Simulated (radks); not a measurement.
The numbers below are computed, except where a source is named.
Isoelectronic series with 5 electrons, all held in the configuration [He] 2s2 2p1, which need not be the ground one along the series. Level of theory: non-relativistic Kohn-Sham, PBE, spin-unpolarised, spherical densities, point nucleus (a radial shooting solver on a logarithmic mesh with Libxc functionals). Total energies (hartree) and screening constants sigma, defined by e = -(Z - sigma)^2 / (2 n^2) hartree:

ion,E (hartree),2p,2s,1s
B,-24.59558,3.970,3.334,1.357
C+,-37.34893,3.764,3.249,1.397
N2+,-52.86079,3.679,3.200,1.420
O3+,-71.12679,3.630,3.168,1.435
Ne5+,-115.91502,3.574,3.130,1.454
Mg7+,-171.70745,3.543,3.107,1.465
Al8+,-203.72952,3.532,3.099,1.468
Si9+,-238.50199,3.523,3.092,1.472
P10+,-276.02475,3.515,3.087,1.474
S11+,-316.29775,3.509,3.082,1.477
Cl12+,-359.32094,3.503,3.078,1.479
Ar13+,-405.09428,3.499,3.074,1.481
K14+,-453.61775,3.494,3.071,1.482
Ca15+,-504.89132,3.491,3.068,1.483
Sc16+,-558.91499,3.487,3.066,1.485
Ti17+,-615.68873,3.484,3.064,1.486
V18+,-675.21254,3.481,3.062,1.487
Cr19+,-737.48640,3.479,3.060,1.488

Estimate the row of F4+.

Answer. E (hartree) -92.14516; 2p 3.598; 2s 3.146; 1s 1.446.
